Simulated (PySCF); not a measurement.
Isomers of C7H6F2O.

All values: PBE0/def2-SVPD (PySCF) at GFN2-xTB geometries, gas phase, one conformer each. Core orbitals are frozen in the response; Δα² is half the sum of the squared differences of the principal polarisabilities.

Question: Rank by HOMO–LUMO gap, highest first.
A. `[F:1][CH:2]([F:3])[C@:4]12[CH:5]=[CH:6][C@H:7]([CH:8]=[CH:9]1)[O:10]2` with F1–C2–C4–C5 -33°
B. `[CH3:1][O:2][c:3]1[cH:4][cH:5][cH:6][c:7]([F:8])[c:9]1[F:10]` with C1–O2–C3–C4 0°
C. `[CH2:1]=[C:2]1[CH:3]=[CH:4]/[C:5]1=[C:6](\[F:7])[O:8][CH2:9][F:10]` with C5–C6–O8–C9 133°, C6–O8–C9–F10 -76°
D. `[OH:1][c:2]1[cH:3][cH:4][cH:5][c:6]([CH:7]([F:8])[F:9])[cH:10]1` with H–O1–C2–C3 179°, C5–C6–C7–F8 -36°

Answer: B (6.52 eV), D (6.13 eV), A (5.72 eV), C (5.58 eV).

Question: Rank by polarisability anisotropy Δα, highest first.
A. `[OH:1][c:2]1[cH:3][cH:4][cH:5][c:6]([CH:7]([F:8])[F:9])[cH:10]1` with H–O1–C2–C3 179°, C5–C6–C7–F8 -36°
B. `[F:1][CH:2]([F:3])[C@:4]12[CH:5]=[CH:6][C@H:7]([CH:8]=[CH:9]1)[O:10]2` with F1–C2–C4–C5 -33°
C. `[CH3:1][O:2][c:3]1[cH:4][cH:5][cH:6][c:7]([F:8])[c:9]1[F:10]` with C1–O2–C3–C4 0°
D. `[CH2:1]=[C:2]1[CH:3]=[CH:4]/[C:5]1=[C:6](\[F:7])[O:8][CH2:9][F:10]` with C5–C6–O8–C9 133°, C6–O8–C9–F10 -76°

Answer: D (8.11 Å³), C (7.77 Å³), A (7.08 Å³), B (3.38 Å³).

All values together:

```json
{"SMILES": "C=C1C=C/C1=C(\\F)OCF", "μ (D)": "0.66", "HOMO (eV)": "-6.65", "LUMO (eV)": "-1.07", "α (Å³)": "13.71", "Δα (Å³)": "8.11"}
{"SMILES": "COc1cccc(F)c1F", "μ (D)": "4.00", "HOMO (eV)": "-6.91", "LUMO (eV)": "-0.39", "α (Å³)": "12.78", "Δα (Å³)": "7.77"}
{"SMILES": "Oc1cccc(C(F)F)c1", "μ (D)": "1.76", "HOMO (eV)": "-6.94", "LUMO (eV)": "-0.80", "α (Å³)": "12.67", "Δα (Å³)": "7.08"}
{"SMILES": "FC(F)[C@]12C=C[C@H](C=C1)O2", "μ (D)": "2.72", "HOMO (eV)": "-6.88", "LUMO (eV)": "-1.16", "α (Å³)": "11.16", "Δα (Å³)": "3.38"}
```

Conformers: `[CH2:1]=[C:2]1[CH:3]=[CH:4]/[C:5]1=[C:6](\[F:7])[O:8][CH2:9][F:10]` with C5–C6–O8–C9 133°, C6–O8–C9–F10 -76°; `[CH3:1][O:2][c:3]1[cH:4][cH:5][cH:6][c:7]([F:8])[c:9]1[F:10]` with C1–O2–C3–C4 0°; `[OH:1][c:2]1[cH:3][cH:4][cH:5][c:6]([CH:7]([F:8])[F:9])[cH:10]1` with H–O1–C2–C3 179°, C5–C6–C7–F8 -36°; `[F:1][CH:2]([F:3])[C@:4]12[CH:5]=[CH:6][C@H:7]([CH:8]=[CH:9]1)[O:10]2` with F1–C2–C4–C5 -33°.
